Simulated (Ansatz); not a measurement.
Reaction (ligand exchange at the Si–C bond): `ClC[SiH2][SeH]` + H₂Te → `[SeH][SiH2][TeH]` + `CCl`

Gas-phase electronic energies from Ansatz, PBE0-D4/def2-TZVP geometries. CCSD(T)/CBS adds triple-zeta CCSD(T) − MP2 to the extrapolated MP2 energy (def2 sets, frozen cores). This one scheme is used for every species. Functionals use def2-TZVPP. Elements past krypton have def2 core potentials. For Se, Te outer-core shells are correlated without core-valence functions, which leaves a few kJ/mol of doubt a bond. Scalar relativity is left out up to krypton. One conformer a species, not always the lowest.

(1) Is it downhill or uphill in electronic energy at CCSD(T)/CBS, and by how much? (Estimate.)

(2) What do these levels give: PBE-D4, PBE, MP2/def2-TZVPP, MP2/def2-QZVPP, SCS-MP2/def2-QZVPP, MP2/CBS(def2)? (An estimate is asked.)

Largest T1 diagnostic among the species: 0.010.

Results:

(1) The calculation gave: Downhill: ΔE = -16.1 kcal/mol.

(2) Ansatz gave: PBE-D4 -16.2, PBE -16.2, MP2/def2-TZVPP -16.2, MP2/def2-QZVPP -17.2, SCS-MP2/def2-QZVPP -16.3, MP2/CBS(def2) -17.9 kcal/mol.
